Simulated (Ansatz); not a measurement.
CHF (SMILES [CH]F) moved off its minimum; all values from Ansatz (a program for electronic structure), cores frozen in correlated methods.
(charge 0, multiplicity 1)
```xyz
3

C     -0.4660     0.3681     0.0524
F      0.4616    -0.2054    -0.0239
H     -1.5048    -0.1814    -0.1773
```

```csv
level,largest force (eV/Å),on atom,rms difference from CCSD(T)/aug-cc-pVTZ (eV/Å),dipole (D)
HF/def2-TZVPP,19.04,C1,0.721,1.78
PBE/def2-TZVPP,19.79,C1,0.277,1.94
r2SCAN/def2-TZVPP,19.45,C1,0.413,1.92
B3LYP/def2-TZVPP,19.45,C1,0.392,1.87
wB97M-V/def2-TZVPP,19.66,C1,0.308,1.88
MP2/aug-cc-pVTZ,20.13,C1,0.146,1.89
CCSD(T)/aug-cc-pVTZ,20.28,C1,0.000,1.79
```

The differences count from one level among others, with limits of its own. Forces at CCSD(T)/aug-cc-pVTZ (eV/Å):

```json
[
 {"atom": "C1", "Fx": "-16.476", "Fy": "11.692", "Fz": "1.752"},
 {"atom": "F2", "Fx": "14.943", "Fy": "-10.963", "Fz": "-1.684"},
 {"atom": "H3", "Fx": "1.533", "Fy": "-0.729", "Fz": "-0.068"}
]
```

Doubts at one or more of the structures used: a restricted determinant that unrestricted orbitals would lower (MP2/aug-cc-pVTZ, CCSD(T)/aug-cc-pVTZ).
